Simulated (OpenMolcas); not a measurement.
**Tb²⁺: CASPT2 settings compared**

* Program: OpenMolcas
* Basis: ANO-RCC-VDZP [7s6p4d2f1g]
* Scalar Hamiltonian: DKH2, point nucleus
* Active space: 9 electrons in 7 orbitals (4f)
* State averaging: 2S+1 = 6 odd, 21 roots (18 in the spin-orbit step); 2S+1 = 4 odd, 108 roots kept (CI in the orbitals of an earlier block, 39 in the spin-orbit step); 2S+1 = 2 odd, 17 roots kept (CI in the orbitals of an earlier block, 0 in the spin-orbit step)
* Spin-orbit coupling: state interaction with AMFI integrals over the reference wave functions, term energies averaged over their components

Methods on the same reference wave functions:
A. CASSCF
B. SS-CASPT2, IPEA 0.15 Eh, imaginary shift 0.25 Eh (closed shells correlated: 4d 5s 5p)
C. SS-CASPT2, IPEA 0.4 Eh, real shift 0.5 Eh (closed shells correlated: none)
D. SS-CASPT2, IPEA 0.5 Eh, sigma2 regulariser 0.5 Eh (closed shells correlated: none)

Energies in cm-1 above 4f9 6H* 15/2, the measured ground level; measured values from Martin, Zalubas and Hagan, Atomic Energy Levels: The Rare-Earth Elements, NSRDS-NBS 60 (1978).

```
       Level      A      B      C      D  Measured
4f9 6H* 15/2    0.0    0.0    0.0    0.0       0.0
4f9 6H* 13/2   2948   2970   2960   2960      2805
4f9 6H* 11/2   5389   5430   5410   5400      4735
 4f9 6H* 9/2   7360   7410   7380   7380      6258
 4f9 6H* 7/2   8901   8950   8920   8920      7422
4f9 6F* 11/2   9503   7450   8620   8650      6470
 4f9 6H* 5/2  10053  10100  10070  10070      8286
 4f9 6F* 9/2  10415   8370   9510   9550      7622
 4f9 6F* 7/2  11968   9920  11070  11100          
 4f9 6F* 5/2  13421  11370  12530  12560     10220
 4f9 6F* 3/2  14553  12500  13660  13690          
 4f9 6F* 1/2  15262  13210  14370  14410
```

Deviations, from unrounded energies. A percentage is the sum of absolute deviations over the sum of measured energies, with the sign that they share, or ± where signs differ.

```json
{"Against measurement": "mean absolute deviation (cm-1)", "Levels": "8", "A": "1800", "B": "1000", "C": "1400", "D": "1500"}
{"Against measurement": "fine structure of the ground term (%)", "Levels": "5", "A": "+17.4", "B": "+18.2", "C": "+17.7", "D": "+17.7"}
{"Against measurement": "other terms of the ground configuration (%)", "Levels": "3", "A": "+37.1", "B": "+11.9", "C": "+26.1", "D": "+26.5"}
```

B lies closest to measurement on these levels and A furthest from it. The largest miss of B in the table is 4f9 6H* 5/2, by +1800 cm-1. The ranking rests on the paired levels alone, and a cruder setting can come out closer through cancelling errors.

Among B to D the level of the table that moves most is 4f9 6F* 11/2, by 1200 cm-1 (lowest in B, highest in D). Moves below CASPT2's spread within the term are not significant.

The lowest spin-free term lies below A's lowest term by 0.968 hartree in B, 0.244 hartree in C, 0.244 hartree in D.

Term energies are means over components that CASPT2 splits; among the terms shown or strongly mixed into the levels shown the widest spread is 200 cm-1 (4f9 6H*, B). High states are left out of the spin-orbit mixing, which shifts the levels that they would mix with. Without dynamic correlation excited terms often stand tens of per cent too high (terms of higher spin than the ground term too low), and those without a measured partner can miss by more than the paired ones (holds for A). Some terms miss by over 15 % even with CASPT2, which points to a basis or an active space too small for the shells correlated (holds for B; C; D). Measured partners are found by configuration, term and J. A level has none where our copy of the source lacks it or the pairing is in doubt (some pairs that miss far off the trend of their configuration count as doubtful), and it then counts in no deviation. Levels of configurations outside the active space are missing. The table leaves out levels that lie high or whose names do not pair safely across all columns.

* marks odd parity.
